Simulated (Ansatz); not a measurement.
Relaxation of ClFH$_{6}$W (9 atoms, charge 0, multiplicity 1), to a largest force component of 0.03 eV/Å in at most 50 steps.

Theory: Ansatz 0.2.0, RHF/def2-SVP.

```xyz
9
Properties=species:S:1:pos:R:3:forces:R:3
W -0.333 0.378 -0.217 -0.03 0.17 -0.06
H -0.467 -0.170 2.657 0.48 -1.43 0.32
H 1.254 0.208 0.275 0.02 -0.07 -0.04
H 0.895 0.956 -1.207 -0.10 -0.01 0.11
Cl -2.247 -0.995 -0.554 0.01 -0.02 0.04
H 0.135 -1.107 0.358 0.00 0.05 0.02
H -0.636 0.537 -1.835 0.05 0.06 -0.01
F -0.912 1.753 0.859 0.02 0.07 -0.48
H -0.700 0.497 2.572 -0.44 1.18 0.10
```

Task: Where does it end, and by what steps?

Result: The forces met the threshold. After 8 steps the energy has fallen by 0.175 eV; H9 moved furthest, 0.80 Å.

```
step  energy less start (eV)  largest force component (eV/Å)  accepted
   0                  0.0000                           1.431       yes
   1                 -0.1075                           0.343       yes
   2                 -0.1272                           0.276       yes
   3                 -0.1628                           0.183       yes
   4                 -0.1687                           0.068       yes
   5                 -0.1724                           0.060       yes
   6                 -0.1740                           0.086       yes
   7                 -0.1740                           0.163       yes
   8                 -0.1746                           0.012       yes
```

```xyz
9
Properties=species:S:1:pos:R:3
W -0.327 0.409 -0.447
H -0.491 -0.283 3.401
H 1.260 0.167 0.024
H 0.903 1.046 -1.386
Cl -2.234 -0.966 -0.826
H 0.065 -1.022 0.287
H -0.547 0.483 -2.087
F -0.949 1.788 0.574
H -0.692 0.435 3.367
```

Run time: 20 s on 1 thread of AMD EPYC 7R43 64-Core Processor (Zen 3) (shared host), peak memory 0.19 GiB.
